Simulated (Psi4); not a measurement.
C$_{4}$H$_{3}$O (SMILES [c-]1ccoc1), charge -1, singlet, at a GFN2-xTB geometry (a gas-phase anion, which may not be bound at this level); PBE0/cc-pVTZ in Psi4 1.11.

Input for Psi4:
```
memory 2 GB

molecule mol {
-1 1
O     0.003314   -0.000725    1.150856
C    -0.004809    1.109162    0.264486
C     0.006188   -1.058636    0.303081
C    -0.007157    0.814847   -1.065555
C     0.000394   -0.645473   -0.989758
H    -0.008079    2.061582    0.790059
H     0.012447   -2.041602    0.763395
H     0.001421   -1.333575   -1.833820
}

set {
  basis cc-pvtz
  reference rks
}

energy('pbe0')
print_variables()
```

### Question
Predict the main parts of the log of this Psi4 run.

### Answer

```
   => Loading Basis Set <=

    Name: CC-PVTZ
    Role: ORBITAL
    Keyword: BASIS

         ---------------------------------------------------------
                                   SCF
               by Justin Turney, Rob Parrish, Andy Simmonett
                          and Daniel G. A. Smith
                              RKS Reference
         ---------------------------------------------------------

  ==> Geometry <==

    Molecular point group: c1
    Full point group: C1

    Geometry (in Angstrom), charge = -1, multiplicity = 1:

       Center              X                  Y                   Z               Mass
    ------------   -----------------  -----------------  -----------------  -----------------
         O            0.003400044351    -0.020172345262     1.146792464788    15.994914619570
         C           -0.004722955649     1.089714654738     0.260422464788    12.000000000000
         C            0.006274044351    -1.078083345262     0.299017464788    12.000000000000
         C           -0.007070955649     0.795399654738    -1.069618535212    12.000000000000
         C            0.000480044351    -0.664920345262    -0.993821535212    12.000000000000
         H           -0.007992955649     2.042134654738     0.785995464788     1.007825032230
         H            0.012533044351    -2.061049345262     0.759331464788     1.007825032230
         H            0.001507044351    -1.353022345262    -1.837883535212     1.007825032230

  Running in c1 symmetry.

  Rotational constants: A =      0.32888  B =      0.31637  C =      0.16125 [cm^-1]
  Rotational constants: A =   9859.52803  B =   9484.44188  C =   4834.17422 [MHz]
  Nuclear repulsion =  150.781891557253516

  Charge       = -1
  Multiplicity = 1
  Electrons    = 36
  Nalpha       = 18
  Nbeta        = 18

  ==> Algorithm <==

  SCF Algorithm Type is DF.
  DIIS enabled.
  MOM disabled.
  Fractional occupation disabled.
  Guess Type is SAD.
  Energy threshold   = 1.00e-06
  Density threshold  = 1.00e-06
  Integral threshold = 1.00e-12

  ==> Primary Basis <==

  Basis Set: CC-PVTZ
    Blend: CC-PVTZ
    Number of shells: 68
    Number of basis functions: 192
    Number of Cartesian functions: 220
    Spherical Harmonics?: true
    Max angular momentum: 3

  ==> DFT Potential <==

   => LibXC <=

    Version 7.1.2
    S. Lehtola, C. Steigemann, M. J. T. Oliveira, and M. A. L. Marques,  SoftwareX 7, 1–5 (2018) (10.1016/j.softx.2017.11.002)

   => Composite Functional: PBE0 <=

    PBE0 Hyb-GGA Exchange-Correlation Functional

    C. Adamo and V. Barone,  J. Chem. Phys. 110, 6158 (1999) (10.1063/1.478522)
    M. Ernzerhof and G. E. Scuseria,  J. Chem. Phys. 110, 5029 (1999) (10.1063/1.478401)

    Deriv               =              1
    GGA                 =           TRUE
    Meta                =          FALSE

    Exchange Hybrid     =           TRUE
    MP2 Hybrid          =          FALSE

   => Exchange Functionals <=

    0.7500   Perdew, Burke & Ernzerhof

   => Exact (HF) Exchange <=

    0.2500               HF

   => Correlation Functionals <=

    1.0000   Perdew, Burke & Ernzerhof

   => LibXC Density Thresholds  <==

    XC_HYB_GGA_XC_PBEH:  1.00E-15

   => Molecular Quadrature <=

    Radial Scheme          =       TREUTLER
    Pruning Scheme         =           NONE
    Nuclear Scheme         =       TREUTLER

    Blocking Scheme        =         OCTREE
    BS radius alpha        =              1
    Pruning alpha          =              1
    Radial Points          =             75
    Spherical Points       =            302
    Total Points           =         171180
    Total Blocks           =           1321
    Max Points             =            256
    Max Functions          =            192
    Weights Tolerance      =       1.00E-15

   => Loading Basis Set <=

    Name: (CC-PVTZ AUX)
    Role: JKFIT
    Keyword: DF_BASIS_SCF

  ==> Integral Setup <==

  SCF_SUBTYPE=INCORE selected. In-core MEM_DF algorithm will be used.
  Using in-core AOs.

  ==> MemDFJK: Density-Fitted J/K Matrices <==

    J tasked:                   Yes
    K tasked:                   Yes
    wK tasked:                   No
    Algorithm:                 Core
    Schwarz Cutoff:           1E-12
    Mask sparsity (%):       0.9332
    Fitting Condition:        1E-10

   => Auxiliary Basis Set <=

  Basis Set: (CC-PVTZ AUX)
    Blend: CC-PVTZ-JKFIT
    Number of shells: 155
    Number of basis functions: 485
    Number of Cartesian functions: 585
    Spherical Harmonics?: true
    Max angular momentum: 4

  Minimum eigenvalue in the overlap matrix is 2.8165116181E-04.
  Reciprocal condition number of the overlap matrix is 3.8357686188E-05.
    Using symmetric orthogonalization.

  ==> Pre-Iterations <==

  SCF Guess: Superposition of Atomic Densities via on-the-fly atomic UHF (no occupation information).

   -------------------------
    Irrep   Nso     Nmo
   -------------------------
     A        192     192
   -------------------------
    Total     192     192
   -------------------------

  ==> Iterations <==

                           Total Energy        Delta E     RMS |[F,P]|

   @DF-RKS iter SAD:  -228.73479946083083   -2.28735e+02   0.00000e+00
   @DF-RKS iter   1:  -228.73423745321398    5.62008e-04   4.69176e-03 DIIS/ADIIS
   @DF-RKS iter   2:  -226.84115091960626    1.89309e+00   8.74100e-03 DIIS/ADIIS
   @DF-RKS iter   3:  -229.05853249674081   -2.21738e+00   2.39029e-03 DIIS/ADIIS
   @DF-RKS iter   4:  -229.17155509478329   -1.13023e-01   8.61947e-04 DIIS/ADIIS
   @DF-RKS iter   5:  -229.18266876892523   -1.11137e-02   3.91250e-04 DIIS/ADIIS
   @DF-RKS iter   6:  -229.18433702784091   -1.66826e-03   1.98464e-04 DIIS/ADIIS
   @DF-RKS iter   7:  -229.18492785038507   -5.90823e-04   2.73540e-05 DIIS
   @DF-RKS iter   8:  -229.18493369763524   -5.84725e-06   1.96232e-05 DIIS
   @DF-RKS iter   9:  -229.18494063130080   -6.93367e-06   2.09576e-06 DIIS
   @DF-RKS iter  10:  -229.18494068399153   -5.26907e-08   1.21891e-06 DIIS
   @DF-RKS iter  11:  -229.18494070956407   -2.55725e-08   2.41100e-07 DIIS
  Energy and wave function converged.

  ==> Post-Iterations <==

   Electrons on quadrature grid:
      Ntotal   =   36.0000129530 ; deviation = 1.295e-05

    Orbital Energies [Eh]
    ---------------------

    Doubly Occupied:

[...]
    Virtual:

[...]
    Final Occupation by Irrep:
              A
    DOCC [    18 ]
    NA   [    18 ]
    NB   [    18 ]

  @DF-RKS Final Energy:  -229.18494070956407

   => Energetics <=

    Nuclear Repulsion Energy =            150.7818915572535161
    One-Electron Energy =                -616.7715681436687873
    Two-Electron Energy =                 260.5769367773849581
    DFT Exchange-Correlation Energy =     -23.7722009005338002
    Empirical Dispersion Energy =           0.0000000000000000
    VV10 Nonlocal Energy =                  0.0000000000000000
    Total Energy =                       -229.1849407095641027

Computation Completed

Properties will be evaluated at   0.000000,   0.000000,   0.000000 [a0]

Properties computed using the SCF density matrix

 Multipole Moments:

 ------------------------------------------------------------------------------------
     Multipole            Electronic (a.u.)      Nuclear  (a.u.)        Total (a.u.)
 ------------------------------------------------------------------------------------

 L = 1.  Multiply by 2.5417464519 to convert [e a0] to [Debye]
 Dipole X            :          0.0039414            0.0056853            0.0096268
 Dipole Y            :          0.1203018           -1.2862460           -1.1659443
 Dipole Z            :          1.5800814           -0.2687526            1.3113289
 Magnitude           :                                                    1.7547370

 ------------------------------------------------------------------------------------

  Variable Map:
  ----------------------------------------------------------------------------
[...]
  Array Variable Map:
  ----------------------------------------------------------------------------
[...]
[...]
```
